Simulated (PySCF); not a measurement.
# Reading the logs of faulty runs: AlGeH6N2 cation

All numbers below are calculated, not measured. The program is PySCF 2.14.0, an open-source quantum chemistry code, run on an isolated molecule that a program drew, which may never have been made. The molecule is AlGeH6N2 cation (charge +1, singlet), drawn as the SMILES string `[NH2][Al+][NH][GeH3]`.

Each row is a Hartree-Fock (HF) and frozen-core CCSD(T) single point in the cc-pV(D+d)Z basis, meant for a local HF minimum. Run 1 is clean. Each other run has one planted mistake out of seven kinds, and not every kind appears here: one electron removed, one electron added, multiplicity raised by two, geometry at a saddle point, minimal basis STO-3G, one bond length entered in bohr, all coordinates scaled. The reference is restricted for singlets and unrestricted otherwise, and also for a bond in bohr. Adding or removing an electron swaps singlet and doublet. Electrons count all cores. HOMO and LUMO are orbital energies over both spins, the gradient is its largest component, and the lowest frequency (negative if imaginary) is given only where the gradient is small. Bond lengths are over the 9 bonds as drawn. T1 is the CCSD diagnostic: over 0.02 (restricted) or 0.045 (unrestricted) a single reference is doubtful. Germanium has the cc-pVDZ-PP basis, with a core potential (ECP10MDF) in place of its 10 inner electrons, and its 3s, 3p and 3d shells are frozen in CCSD(T).

Geometry of the clean run:
```xyz
10
AlGeH6N2 cation, angstrom
N     2.0205   -2.7110   -1.9095
Al    1.0779   -1.6351   -0.9680
N     0.1248   -0.5357   -0.0766
Ge   -0.9014    0.9665   -0.6747
H     2.9955   -2.5885   -2.1265
H     1.6834   -3.5627   -2.3263
H     0.0648   -0.6604    0.9242
H    -0.6629    0.9543   -2.1821
H    -0.3212    2.1940    0.0043
H    -2.3466    0.6877   -0.3035
```

| run | electrons | basis functions | <S^2> | HOMO (eV) | LUMO (eV) | gradient (hartree/bohr) | lowest frequency (cm^-1) | mean bond (Å) | longest bond (Å) | T1 | HF (hartree) | CCSD(T) (hartree) | mistake |
|---|---|---|---|---|---|---|---|---|---|---|---|---|---|
| 1 | 64 | 104 | 0.000 | -15.66 | -3.61 | 1.6e-05 | 86 | 1.4354 | 1.915 | 0.0147 | -647.51577 | -648.05793 | no fault |
| 2 | 64 | 104 | 1.014 | -14.30 | -5.46 | 1.1e-02 | - | 1.6041 | 3.225 | 0.0204 | -647.40886 | -647.91455 | one bond length entered in bohr |
| 3 | 63 | 104 | 0.757 | -19.51 | -12.67 | 7.6e-02 | - | 1.4354 | 1.915 | 0.0178 | -646.98974 | -647.48943 | ? |
| 4 | 64 | 104 | 0.000 | -15.13 | -4.06 | 6.1e-02 | - | 1.5532 | 2.072 | 0.0190 | -647.45808 | -648.02087 | ? |

**Which mistake was planted in run 3, and what did it cost?**

It counts 63 electrons, one fewer than the clean run, at the same geometry and basis. So the mistake is: one electron removed. Subtracting run 1 and multiplying by 627.51 kcal/mol a hartree, the energy moved by 330.1 kcal/mol in HF and 356.7 kcal/mol in CCSD(T).

**Which mistake was planted in run 4, and what did it cost?**

The mean and the longest bond both change by the same factor, 1.082, and the gradient is no longer small. So the mistake is: all coordinates scaled. Subtracting run 1 and multiplying by 627.51 kcal/mol a hartree, the energy moved by 36.2 kcal/mol in HF and 23.3 kcal/mol in CCSD(T).

